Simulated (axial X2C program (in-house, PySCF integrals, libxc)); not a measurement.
Low determinants of WS⁻ at the PBE0 level, 2c

Calculated with an in-house all-electron X2C program for linear molecules (integrals from PySCF). Two-component (2c) means X2C with spin–orbit coupling and atomic mean-field two-electron Coulomb and Gaunt terms. Basis: W dyall-acv3z [14s15p10d7f4g], S dyall-av3z [9s8p3d2f] (cores contracted in-house); Gaussian nuclei, density fitting, unrestricted open shells. Masses: W 183.951 u, S 31.972 u.

Search at 2.140 Å (vertical energies from the lowest determinant):

| ΔE (eV) | state | electrons beyond evenly filled partner blocks | electrons in ±ω = 1/2, 3/2, 5/2, 7/2 |
| --- | --- | --- | --- |
| 0.00 | Ω = 1/2 | ω = -1/2, ω = -3/2, ω = 5/2 | 55 25 9 2 |
| 0.04 | Ω = 5/2 | ω = 5/2 | 54 26 9 2 |
| 0.42 | Ω = 3/2 | ω = 1/2, ω = -3/2, ω = 5/2 | 55 25 9 2 |
| 0.47 | Ω = 1/2 | ω = 1/2 | 55 26 8 2 |
| 0.68 | Ω = 7/2 | 2 × ω = 1/2, ω = 5/2 | 54 26 9 2 |
| 0.85 | Ω = 1/2 | 2 × ω = 3/2, ω = -5/2 | 54 26 9 2 |
| 1.11 | Ω = 3/2 | ω = 3/2 | 56 25 8 2 |

Lowest determinant, Ω = 1/2 (⟨Sz⟩ = 1.44, ⟨Lz⟩ = -0.94 at PBE0): Re = 2.146 Å, ωe = 485.1 cm⁻¹.

The determinant in row 2 of the search, Ω = 5/2 (⟨Sz⟩ = 2.45, ⟨Lz⟩ = 0.05 at PBE0), was followed along the bond at PBE0; measured from the minimum of the lowest determinant it gives:

Te = 0.012 eV (95 cm⁻¹), Re = 2.192 Å, ωe = 447.7 cm⁻¹.

Problem. Compare the bond of the determinant in row 2 with that of the lowest one.

Solution. At PBE0 its Re is 0.046 Å longer and its force constant, which goes as ωe², is 0.85 times that of the lowest determinant. T0 ≈ Te + Δωe/2 = 95 + (-19) = 76 cm⁻¹.

The search compares states at one distance, so a state with another bond length can lie lower; it is not exhaustive and yields mostly the lowest determinant of each block pattern, so other components and higher states of one pattern are missing. These are energies of single determinants, not of spin-adapted states; PBE0 term energies can be off by some tenths of an eV, and the functional has no current term. The lowest determinant need not be the ground state where others lie within half an eV. For an anion, determinants above electron detachment are held by the basis set. Some points of a curve did not converge. The highest occupied level of some functionals is positive through self-interaction error; at Hartree–Fock it is bound. Row 2 has a positive highest level at its minimum.
